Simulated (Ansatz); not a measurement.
Ansatz (an electronic-structure program) input (HF/6-31G*):

Ansatz 0.2 input:
```yaml
crystal:
  periodic: [false, false, false]
  atoms:
    - {symbol: N, position_ang: [-0.67484500, 1.25095100, 0.44456500]}
    - {symbol: B, position_ang: [-0.01690600, 0.03098500, 0.01229600]}
    - {symbol: O, position_ang: [-0.81760900, -1.03859500, -0.29849000]}
    - {symbol: O, position_ang: [1.35474800, 0.01878700, 0.02378000]}
    - {symbol: H, position_ang: [-0.89663000, 1.92863300, -0.28392400]}
    - {symbol: H, position_ang: [-0.36344900, -1.86044300, -0.50427000]}
    - {symbol: H, position_ang: [1.77141100, -0.82131200, -0.18756200]}
basis:
  gaussian:
    orbitals: 6-31G*
hamiltonian:
  xc: {name: HF}
magnetization: {spin_polarized: true, initial_magnetization: 1}
relax: {f_tol: 0.003, max_steps: 120}
```

From the output:

```
relax step   3: F+E_penalty+E_count = -6277.28855904 eV  Δ(F+E_penalty+E_count) = -2.847e-3 eV  max|allowed force component| = 1.521e-1 eV/Å  Δτ_max = 0.0267 Å  (55 SCF iters, accepted)
these checks for a lower state are left out or cut short: starts, cluster_reference, orbital_swaps, neighbouring_geometries, increment
integrals: 0.01 GiB planned
699 factors; integrals over basis functions are off by at most 3.6e-4 eV
mean field: 0.19 GiB planned
mean field evaluation 32: about -6277.2884 eV, gradient 4.5e-1 eV
mean field -6277.28975057 eV, -230.6861434336 hartree, gradient 1.1e-5 eV, S^2 0.757510; 0 other end points of the search recorded, 0 dependent functions left out
the calculation of the forces begins
reference -6277.28975057 eV, -230.6861434336 hartree; 16, 15 occupied and 50, 51 virtual orbitals, 699 factors
relax step   4: F+E_penalty+E_count = -6277.28975057 eV  Δ(F+E_penalty+E_count) = -1.192e-3 eV  max|allowed force component| = 3.354e-2 eV/Å  Δτ_max = 0.0098 Å  (47 SCF iters, accepted)
these checks for a lower state are left out or cut short: starts, cluster_reference, orbital_swaps, neighbouring_geometries, increment
integrals: 0.01 GiB planned
699 factors; integrals over basis functions are off by at most 3.6e-4 eV
mean field: 0.19 GiB planned
mean field -6277.28978231 eV, -230.6861446000 hartree, gradient 2.5e-5 eV, S^2 0.757509; 0 other end points of the search recorded, 0 dependent functions left out
the calculation of the forces begins
reference -6277.28978231 eV, -230.6861446000 hartree; 16, 15 occupied and 50, 51 virtual orbitals, 699 factors
relax step   5: F+E_penalty+E_count = -6277.28978231 eV  Δ(F+E_penalty+E_count) = -3.174e-5 eV  max|allowed force component| = 2.494e-2 eV/Å  Δτ_max = 0.0024 Å  (43 SCF iters, accepted)
these checks for a lower state are left out or cut short: starts, cluster_reference, orbital_swaps, neighbouring_geometries, increment
integrals: 0.01 GiB planned
699 factors; integrals over basis functions are off by at most 3.6e-4 eV
mean field: 0.19 GiB planned
mean field -6277.28981400 eV, -230.6861457647 hartree, gradient 2.0e-5 eV, S^2 0.757507; 0 other end points of the search recorded, 0 dependent functions left out
the calculation of the forces begins
reference -6277.28981400 eV, -230.6861457647 hartree; 16, 15 occupied and 50, 51 virtual orbitals, 699 factors
relax step   6: F+E_penalty+E_count = -6277.28981400 eV  Δ(F+E_penalty+E_count) = -3.169e-5 eV  max|allowed force component| = 5.398e-3 eV/Å  Δτ_max = 0.0008 Å  (43 SCF iters, accepted)
these checks for a lower state are left out or cut short: starts, cluster_reference, orbital_swaps, neighbouring_geometries, increment
integrals: 0.01 GiB planned
699 factors; integrals over basis functions are off by at most 3.6e-4 eV
mean field: 0.19 GiB planned
mean field -6277.28981706 eV, -230.6861458769 hartree, gradient 8.3e-5 eV, S^2 0.757505; 0 other end points of the search recorded, 0 dependent functions left out
the calculation of the forces begins
reference -6277.28981706 eV, -230.6861458769 hartree; 16, 15 occupied and 50, 51 virtual orbitals, 699 factors
relax step   7: F+E_penalty+E_count = -6277.28981706 eV  Δ(F+E_penalty+E_count) = -3.054e-6 eV  max|allowed force component| = 1.580e-3 eV/Å  Δτ_max = 0.0012 Å  (42 SCF iters, accepted)
integrals: 0.01 GiB planned
699 factors; integrals over basis functions are off by at most 3.6e-4 eV
mean field: 0.19 GiB planned
mean field evaluation 64: about -6277.2830 eV, gradient 6.3e-1 eV
mean field -6277.28981706 eV, -230.6861458769 hartree, gradient 8.3e-5 eV, S^2 0.757505; 1 other end points of the search recorded, 0 dependent functions left out
the calculation of the forces begins
reference -6277.28981706 eV, -230.6861458769 hartree; 16, 15 occupied and 50, 51 virtual orbitals, 699 factors
Total energy: -6277.28981706 eV, -230.6861458769 hartree
Atom 0 at    -0.676506     1.254172     0.445191 Å, force     0.000154    -0.000392     0.000246 eV/Å
Atom 1 at    -0.017647     0.029337     0.022699 Å, force    -0.000629     0.000893     0.001311 eV/Å
Atom 2 at    -0.801975    -1.035373    -0.296607 Å, force     0.000063     0.000643    -0.001545 eV/Å
Atom 3 at     1.342610     0.008491     0.021543 Å, force    -0.000170     0.000529    -0.001580 eV/Å
Atom 4 at    -0.886906     1.910171    -0.288899 Å, force     0.000342    -0.000736     0.000109 eV/Å
Atom 5 at    -0.351918    -1.840216    -0.504607 Å, force     0.000302    -0.000380     0.000757 eV/Å
Atom 6 at     1.749062    -0.817576    -0.192925 Å, force    -0.000062    -0.000558     0.000702 eV/Å
Dipole moment:     0.310914    -0.495236    -0.470920 e Å
```

The geometry given is a B3LYP-D3(BJ)/def2-TZVP minimum.
